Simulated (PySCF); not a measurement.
**Simulated absorption spectrum**

3-chloro-4-methyl-4H-1,2,4-triazole, C3H4ClN3.
SMILES: `Cn1cnnc1Cl`

Computed, not measured: PySCF 2.14.0, density-fitted response routines, TDDFT CAM-B3LYP/def2-SVPD, vertical, gas phase, core orbitals frozen in the response. Isolated species at its GFN2-xTB geometry, gas phase.

Computed states:

```
state  E (eV)       f
   S1    6.03  0.0000
   S2    6.53   0.013
   S3    6.80   0.201
   S4    6.89  0.0070
   S5    7.14  0.0082
   S6    7.30  0.0017
   S7    7.37  0.0047
   S8    7.63  0.0075
```

Broadening: Gaussians 0.4 eV wide at half height, area fixed by f = 4.319×10⁻⁹ ∫ε dν̃. The width is an assumption, not a result. The curve ends short of the highest state used, and states not computed would add to its high-energy end.

(1) Give the broadened spectrum and its maxima.

(2) On this curve, what absorbance would a 10⁻³ mol/L sample give at 193 nm over a 1 cm path?

(3) Coming from long wavelengths, where does ε first pass 100 L mol⁻¹ cm⁻¹?

## Answers

(1) 
λ (nm), ε (L mol⁻¹ cm⁻¹) and a bar:
```
    176.3       6186 #############
    177.5       8333 #################
    178.8      10725 #######################
    180.0      12626 ##########################
    181.2      13891 #############################
    182.4      14299 ##############################
    183.6      13806 #############################
    184.8      12545 ##########################
    186.0      10770 #######################
    187.2       8779 ##################
    188.4       6833 ##############
    189.6       5110 ###########
    190.8       3696 ########
    192.0       2604 #####
    193.2       1798 ####
    194.4       1222 ###
    195.6        818 ##
    196.8        541 #
    198.0        351 #
    199.3        216 
    200.5        134 
    201.7         82 
    202.9         49 
    204.1         28 
    205.3         16 
    206.5          9 
    207.7          5 
    208.9          3 
    210.1          2 
    211.3          1 
    212.5          1 
    213.7          1 
    214.9          0 
    216.1          0 
    217.3          0 
    218.5          0 
    219.8          0 
    221.0          0 
    222.2          0 
    223.4          0 
    224.6          0 
    225.8          0 
    227.0          0 
    228.2          0
```

Maxima: 182 nm (6.80 eV), ε about 14000, made up of S3 (95%) (ε in L mol⁻¹ cm⁻¹; maxima over ε = 5, shares over 10%).

(2) 193 nm is 6.424 eV, where ε is about 1900 L mol⁻¹ cm⁻¹, so A = ε c l ≈ 1.9 (Beer–Lambert, with the gas-phase spectrum and the assumed width).

(3) At about 201 nm (6.16 eV), 0.13 eV above S1.
